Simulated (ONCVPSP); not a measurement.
**chlorine (Cl), ONCV: configuration errors across variants**

- Element: Cl
- Generator: ONCVPSP 4.0.1
- Type: optimised norm-conserving Vanderbilt (ONCV)
- Functional: PBE
- Relativity: scalar-relativistic
- Frozen core: [He]
- Valence charge: 15
- Reference configuration: 2s2 2p6 3s2 3p5
- Partial waves: 2s+3s: rc 0.75 bohr, ncon 3, nbas 7, qcut 18.4 1/bohr, 2 projectors; 2p+3p: rc 0.85 bohr, ncon 5, nbas 9, qcut 18.1 1/bohr, 2 projectors; d scattering state at 0.32 Ha: rc 0.80 bohr, ncon 5, nbas 8, qcut 13 1/bohr, 1 projector
- Local potential: polynomial inside 0.60 bohr (lpopt 5, dvloc0 3 Ha)
- Core correction: polynomial model core, fcfact 0.65

All-electron excitation energies from the reference (eV): (1) 2s2 2p6 3s2 3p4 13.875; (2) 2s2 2p6 3s2 3p3 39.322; (3) 2s2 2p6 3s2 3p2 77.630; (4) 2s1 2p6 3s2 3p5 269.347.

2 further variants failed, have other tests or too few solved ones, and are left out.

Errors AE − PS in meV (a dash: test not solved or not reliable):

```tsv
change	(1)	(2)	(3)	(4)	bound ghosts	GHOST(+) flags above zero
base	+0.4	+2.7	+9.7	-664	none	none
p: ncon 4, nbas 8	+0.5	+2.8	+10	-707	none	none
core correction polynomial model core, fcfact 1.12	+0.4	+2.7	+9.7	-664	none	none
core correction Teter function, fcfact 3.5, rcfact 1.1	+0.4	+2.7	+9.7	-645	none	none
d: rc 0.75, qcut 13.9	+0.4	+2.7	+9.7	-664	none	none
local potential polynomial inside 0.60 bohr (lpopt 5, dvloc0 6.5 Ha)	+0.4	+2.7	+9.8	-664	none	none
local potential polynomial inside 0.55 bohr (lpopt 5, dvloc0 0 Ha)	+0.4	+2.7	+9.8	-664	none	none
```

(1) Give the same row for: p: nbas 8.

## Answers

(1) +0.4, +2.6, +9.5, -650; bound ghosts: none; GHOST(+) flags above zero: none.
